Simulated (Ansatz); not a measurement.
System: FeH (charge 0, quartet). The spin state was set by rule; other spins were not relaxed. SMILES: [FeH]
Geometry: optimised at B3LYP-D3(BJ)/def2-TZVP (Ansatz, an electronic-structure program).

Property: atomisation energy (electronic, to ground-state atoms), in kJ/mol. Valence correlation only, unless marked. Open shells are spin-unrestricted. Spin-orbit coupling is left out. Frozen are the shells of the preceding noble gas and the d and f shells that filled before the atom's block. Non-relativistic. The coupled-cluster limit lacks core correlation, which all-electron functionals hold. CBS(X,Y): correlation extrapolated as X^-3; Hartree-Fock from the larger set. The bracket is a focal-point correction in the basis named. The program attaches cautions to a run behind MP2/def2-QZVPP: other amplitudes. The program attaches cautions to a run behind SCS-MP2/def2-TZVPP: other amplitudes. The program attaches cautions to a run behind RI-MP2/CBS(def2-TZVPPD,def2-QZVPPD)+[CCSD(T)-MP2]/def2-SVPD: other amplitudes. The program attaches cautions to a run behind CCSD(T)/CBS(def2-TZVPPD,def2-QZVPPD): other amplitudes.

```
level                                                               program  atomisation energy (kJ/mol)  minus last row
-----------------------------------------------------------  --------------  ---------------------------  --------------
HF/def2-SVP                                                          Ansatz                         74.4          -102.7
B3LYP-D4/def2-TZVPD                                          Ansatz + dftd4                        232.9            55.8
PBE0/def2-SVP                                                        Ansatz                        192.0            14.9
PBE0/def2-TZVPD                                                      Ansatz                        214.8            37.7
BHLYP-D4/def2-TZVPD                                          Ansatz + dftd4                        172.2            -4.9
r2SCANh/def2-TZVPD                                                   Ansatz                        226.8            49.7
HSE06-D4/def2-TZVPD                                          Ansatz + dftd4                        215.6            38.5
wB97X/def2-TZVPD                                                     Ansatz                        225.1            48.0
RPA@PBE/def2-QZVPP                                                   Ansatz                        206.5            29.4
MP2/6-31G                                                            Ansatz                         88.3           -88.8
MP2/def2-QZVPP                                                       Ansatz                        129.2           -47.9
SCS-MP2/def2-TZVPP                                                   Ansatz                        135.1           -42.0
CCSD(T)/STO-3G                                                       Ansatz                        140.3           -36.8
RI-MP2/CBS(def2-TZVPPD,def2-QZVPPD)+[CCSD(T)-MP2]/def2-SVPD          Ansatz                        149.6           -27.5
CCSD(T)/CBS(def2-TZVPPD,def2-QZVPPD)                                 Ansatz                        177.1             0.0
```

The UHF reference is spin-contaminated (<S^2> 0.99 over the pure value in the largest basis). The T1 diagnostic of CCSD in the largest basis is 0.152, which is high, so the coupled-cluster rows are less sure than usual.
